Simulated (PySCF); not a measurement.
## NMR data sheet: C$_{4}$H$_{8}$Cl$_{4}$OSi

| Item | Value |
| --- | --- |
| Formula | C4H8Cl4OSi |
| SMILES | CO[C@@H](C)[Si@@H](Cl)C(Cl)(Cl)Cl |
| InChI | InChI=1S/C4H8Cl4OSi/c1-3(9-2)10(8)4(5,6)7/h3,10H,1-2H3/t3-,10-/m1/s1 |
| Point group of the computed structure | C1 |
| Degrees of unsaturation | 0 |
| Carbon signals | 4 |
| Proton signals | 4 |

Numbering as in the mapped SMILES `[CH3:1][O:2][C@@H:3]([CH3:4])[Si@@H:5]([Cl:6])[C:7]([Cl:8])([Cl:9])[Cl:10]` (H(Xn): hydrogen on atom n).

Isolated molecule, rapidly exchanging positions averaged, non-relativistic, single conformer. Structure optimised with GFN2-xTB; NMR shieldings at PBE0/pcSseg-1/GIAO; PySCF.

Shifts are taken against calculated references (same method and geometry level): $^{1}$H (31.72 ppm), $^{13}$C (186.93 ppm), $^{29}$Si (349.16 ppm) vs TMS; H2O for $^{17}$O (336.08 ppm).

```tsv
carbon	δC, type	δH (multiplicity)	HMBC from (2–3 bonds)	span of the C tensor (ppm)
C1	59.8, CH3	3.58 (s)	H(C3)	100
C3	77.2, CH	3.34 (m)	H(Si5), H(C1), H(C4)	70
C4	16.1, CH3	1.45 (d)	H(Si5), H(C3)	27
C7	113.6, C	–	H(Si5), H(C3)	30
```

Other nuclei:
```tsv
atoms	nucleus	environment	δ (ppm)	σ (ppm)
H(Si5)	$^{1}$H	hydrogen on a silicon bonded to 2 C, Cl	4.81	26.90
Si5	$^{29}$Si	silicon bonded to 2 C, Cl, H	-2.8	351.9
O2	$^{17}$O	ether oxygen	21.0	315.1
```

1. Carbon types of the structure: 1 × C, 1 × CH, 2 × CH3, leaving 1 H on heteroatoms.
2. δC 113.6: fully substituted sp3 carbon bonded to 3 Cl and Si; 3 electronegative neighbours deshield it.
3. δC 77.2: sp3 CH bonded to O and Si; the inductive effect lowers its shielding.
4. δC 59.8: methyl carbon bonded to O; the inductive effect lowers its shielding.
5. δC 16.1: methyl carbon; a saturated carbon with 1 carbon neighbour and no heteroatom attached.
6. δH 3.58: hydrogen on a methyl carbon bonded to O; its carbon carries O, which withdraws density.

Carbons that carry Cl, above all several Cl atoms, come out too deshielded, partly because spin–orbit coupling is missing. Shifts are as computed. Against solution values, carbons near 30 ppm lie about +3 ppm off and those near 130 ppm about +5 ppm; carbons on Cl a further +6 ppm. Of 1211 compounds with measured shifts, 218 miss one by over three times the rms of a fit or turn the order of signals round; such compounds aren't used in these exercises. Experimental scales use liquid or dissolved standards, which lie at an offset from isolated H2O (liquid H2O: subtract about 36 ppm). Multiplicities follow the n + 1 count of equivalent neighbours, as no J values were calculated; m marks all less simple cases, F and P coupling included.
